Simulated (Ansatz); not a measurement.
Ansatz results at the PBE0-D4/def2-TZVP geometry: zero-point energy (PBE0-D4/def2-TZVP) 237.4 kJ/mol; size of the dipole moment (PBE/def2-TZVPP) 1.79 D; ideal-gas entropy at 298 K and 1 bar (rigid rotor, harmonic PBE0-D4/def2-TZVP) 379 J/(mol·K).

Each molecule was computed in one conformer, which needn't be the lowest.

**Question.** Which molecule gave them?
A. `[NH2][GeH2][NH2]`
B. `[Cl][GeH]([Cl])[SeH]`
C. `[CH3][GeH2][Se]C`
D. `[NH2][Ge]([NH2])([Cl])[Cl]`

**Answer.** C. The others give `[Cl][GeH]([Cl])[SeH]`: 50.0, 1.24, 367; `[NH2][Ge]([NH2])([Cl])[Cl]`: 145.2, 1.89, 366; `[NH2][GeH2][NH2]`: 177.6, 0.42, 301.
